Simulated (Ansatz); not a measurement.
`[F][GeH]([Cl])[N]([SiH3])[SiH3]`, one more setting.

```yaml
crystal:
  periodic: [false, false, false]
  atoms:
    - {symbol: F, position_ang: [1.898401, 0.617544, 1.571287]}
    - {symbol: Ge, position_ang: [1.369526, 0.861706, 0.090448]}
    - {symbol: Cl, position_ang: [0.894235, 2.764948, -0.008084]}
    - {symbol: N, position_ang: [0.020927, -0.108159, -0.024646]}
    - {symbol: Si, position_ang: [-0.641905, -0.741514, 1.295328]}
    - {symbol: Si, position_ang: [-0.697886, -0.274512, -1.444391]}
    - {symbol: H, position_ang: [2.399608, 0.589806, -0.822110]}
    - {symbol: H, position_ang: [-1.808036, -1.320557, 0.873008]}
    - {symbol: H, position_ang: [0.160229, -1.694566, 1.851839]}
    - {symbol: H, position_ang: [-0.917536, 0.219593, 2.223757]}
    - {symbol: H, position_ang: [-0.864053, -1.596237, -1.747302]}
    - {symbol: H, position_ang: [-1.917258, 0.340237, -1.472883]}
    - {symbol: H, position_ang: [0.122606, 0.309605, -2.372726]}
basis:
  gaussian: {orbitals: 6-31G}
hamiltonian: {xc: {name: SPW92}}
scf: {lower_state_search: full}
output: {forces: true}
```

```sh
$ ansatz run in.yaml --threads 2 --pin off --events-out ev --progress --plain --max-ram 32768MiB --backend cpu
```

It prints (some lines left out):

```
Functional definition: SPW92
1468 factors; their error is unknown
mean field evaluation 1: about -88868.7095 eV, gradient 8.2e1 eV
mean field evaluation 2: about -88823.4963 eV, gradient 1.5e2 eV
mean field evaluation 4: about -88880.8157 eV, gradient 1.4e1 eV
mean field evaluation 8: about -88881.2083 eV, gradient 1.7e-1 eV
mean field evaluation 16: about -88881.1157 eV, gradient 3.2e-5 eV
mean field -88881.11571935 eV, -3266.3207569020 hartree, gradient 3.2e-5 eV, S^2 0.000000; 0 other end points of the search recorded, 0 dependent functions left out
reference -88881.11576447 eV, -3266.3207585603 hartree; 50, 50 occupied and 50, 50 virtual orbitals, 1468 factors
Total energy: -88881.11576447 eV, -3266.3207585603 hartree
Atom 0 at     1.898401     0.617544     1.571287 Å, force     2.485590    -1.189468     6.858435 eV/Å
Atom 1 at     1.369526     0.861706     0.090448 Å, force     1.097917    -1.264947    -4.081094 eV/Å
Atom 2 at     0.894235     2.764948    -0.008084 Å, force    -1.488727     6.031088    -0.366445 eV/Å
Atom 3 at     0.020927    -0.108159    -0.024646 Å, force     1.688191     0.699597     0.196643 eV/Å
Atom 4 at    -0.641905    -0.741514     1.295328 Å, force    -1.054785    -1.284949     2.700657 eV/Å
Atom 5 at    -0.697886    -0.274512    -1.444391 Å, force    -1.494966    -0.523728    -2.883231 eV/Å
Atom 6 at     2.399608     0.589806    -0.822110 Å, force     2.137837    -0.584553    -1.971388 eV/Å
Atom 7 at    -1.808036    -1.320557     0.873008 Å, force    -2.934715    -1.471584    -0.910744 eV/Å
Atom 8 at     0.160229    -1.694566     1.851839 Å, force     1.938376    -2.451345     1.507933 eV/Å
Atom 9 at    -0.917536     0.219593     2.223757 Å, force    -0.756035     2.376457     2.427419 eV/Å
Atom 10 at    -0.864053    -1.596237    -1.747302 Å, force    -0.471172    -3.302427    -0.890113 eV/Å
Atom 11 at    -1.917258     0.340237    -1.472883 Å, force    -3.095078     1.542819    -0.171495 eV/Å
Atom 12 at     0.122606     0.309605    -2.372726 Å, force     1.947567     1.423039    -2.416576 eV/Å
Dipole moment:    -0.093842    -0.337738    -0.331177 e Å
```

Run time 3.6 s (2 threads of an AMD EPYC 7R13 on a shared host); peak host memory 0.66 GiB.
